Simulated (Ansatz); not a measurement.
SnS₂, relaxed as a singlet with RKS r2SCAN-D4/def2-TZVP in Ansatz, starting from the GFN1-xTB geometry. Force threshold 0.02 eV/Å.

In the def2 sets Sn takes a core potential; there is no spin–orbit coupling. Another isomer (singlet) lies 0.51 eV lower at PBE0-D4/def2-TZVP; other spin states weren't run for this one.

Start:

Cartesian coordinates in Å:
```
Sn 0.000 0.000 -0.001
S 1.993 0.601 0.736
S -1.994 -0.601 -0.735
```

| step | energy (eV) | largest force component (eV/Å) | SCF passes |
| --- | --- | --- | --- |
| 1 | -27504.7350 | 0.528 | 17 |
| 2 | -27504.7489 | 0.135 | 21 |
| 3 | -27504.7498 | 0.004 | 23 |

Force components are those of the run's own axes.

End:

```tsv
atom	x (Å)	y (Å)	z (Å)
Sn1	0.000	0.000	0.000
S2	1.970	0.594	0.727
S3	-1.970	-0.594	-0.727
```

By distances, no bond broke or formed. The bond that changes most is Sn1–S2, from 2.21 to 2.18 Å (atoms count from 1).

No frequencies were taken in this run, so the end may be a saddle point.

Run time 2.8 s (4 threads of Arm Neoverse V2 on a shared host).
